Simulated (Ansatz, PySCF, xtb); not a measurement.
Pulling on the C4–H7 bond in C2H6Te (SMILES CC[TeH]) (multiplicity 1 held, fragments rigid). Energies count from the point at 1.090 Å.
Geometry at that point (charge 0, multiplicity 1):
```xyz
9

Te    -0.44138    -0.15496     0.45191
H     -1.52418    -0.01189    -0.80339
C      1.28067    -0.19807    -0.88149
C      1.48408     1.08238    -1.67198
H      1.15128    -1.06511    -1.52491
H      2.11709    -0.39946    -0.21240
H      1.60691     1.94173    -1.01244
H      0.63485     1.28423    -2.32608
H      2.37746     1.00278    -2.29931
```

Restricted levels (R-, RO-) in cc, def2 and unpolarised 6-31G sets keep to the state of the molecule at rest. U- levels take the lowest unrestricted solution at each point, which mixes spins at long bonds. Left out are points that failed, MP2 points in a non-variational dive below the minimum, coupled-cluster points behind a sign of a changed root (a jump of the amplitudes, or a one-step jump against full CI or MRCI), small-basis points behind a change of solution, and semi-empirical points at long bonds. Levels need not reach the same state.

Correlated levels freeze the cores. Filled d and f shells under p-block atoms count as core. Rows in LANL2DZ carry no dispersion term and start afresh at each structure. LANL2DZ brings its own core potentials from Na on.

Run with Ansatz (Gaussian orbitals); PySCF for LANL2DZ rows; xtb for the GFN methods.  In def2 rows elements past Kr take small-core potentials, without spin–orbit coupling. The GFN methods have no spin term and hold the electronic entropy of 300 K.

Energies in kJ/mol.

```
R (Å)  GFN2-xTB  R-PBE/def2-TZVPP  R-BP86/LANL2DZ  U-r2SCAN/def2-TZVPP  U-B3LYP/LANL2DZ  R-SCS-MP2/def2-TZVPP
-----  --------  ----------------  --------------  -------------------  ---------------  --------------------
0.872       118               125             135                  120              129                   120
0.981        22                26              30                   24               27                    23
1.090         0                 0               0                    0                0                     0
1.199        15                13              11                   15               14              left out
1.308        49                46              44                   51               49                    53
1.472       112               112             110                  120              119                   125
1.635       180               182             181                  194              194                   202
1.908       284               289             291                  306              310                   319
2.180       370               376             381                  383              398                   416
2.507       446               454             462                  426              448                   502
2.944       508               524             534                  451              472                   574
3.489       543               575             588                  461              481              left out
```

Doubts at one or more of the structures used: a restricted determinant that unrestricted orbitals would lower (R-PBE/def2-TZVPP, R-SCS-MP2/def2-TZVPP); a spin-contaminated determinant (U-r2SCAN/def2-TZVPP, U-B3LYP/LANL2DZ).

Ansatz is a program for electronic structure.
